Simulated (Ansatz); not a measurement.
Ansatz (a quantum-chemistry and plane-wave program) input (r2SCAN/def2-TZVPD):

Ansatz 0.2 input:
```yaml
crystal:
  periodic: [false, false, false]
  atoms:
    - {symbol: Bi, position_ang: [-0.00000000, -0.00000000, -1.31947480]}
    - {symbol: Bi, position_ang: [0.00000000, 0.00000000, 1.31947480]}
basis:
  gaussian:
    orbitals: def2-TZVPD
hamiltonian:
  xc: {name: r2SCAN}
magnetization: {spin_polarized: true, initial_magnetization: 2}
```

Output:

```
Functional definition: r2SCAN
integrals: 0.04 GiB planned
746 factors; their error is unknown
mean field: 0.41 GiB planned
mean field evaluation 1: about -11685.5975 eV, gradient 7.7e0 eV
mean field evaluation 2: about -11685.3888 eV, gradient 1.2e1 eV
mean field evaluation 4: about -11686.4672 eV, gradient 1.4e0 eV
mean field evaluation 8: about -11686.4798 eV, gradient 3.0e-2 eV
mean field evaluation 16: about -11686.4798 eV, gradient 3.0e-5 eV
mean field evaluation 32: about -11685.7700 eV, gradient 4.1e0 eV
mean field evaluation 64: about -11685.2177 eV, gradient 5.8e0 eV
mean field evaluation 96: about -11686.0145 eV, gradient 6.5e-1 eV
mean field evaluation 128: about -11686.4804 eV, gradient 3.9e-4 eV
mean field -11686.47979172 eV, -429.4702109650 hartree, gradient 5.1e-6 eV, S^2 2.009139; 11 other end points of the search recorded, 0 dependent functions left out
reference -11686.47980734 eV, -429.4702115391 hartree; 24, 22 occupied and 88, 90 virtual orbitals, 746 factors
Total energy: -11686.47980734 eV, -429.4702115391 hartree
```

This state (charge 0, triplet) is run at the relaxed geometry of the species with charge 0 and multiplicity 1, and is a spin state other than that species' own.
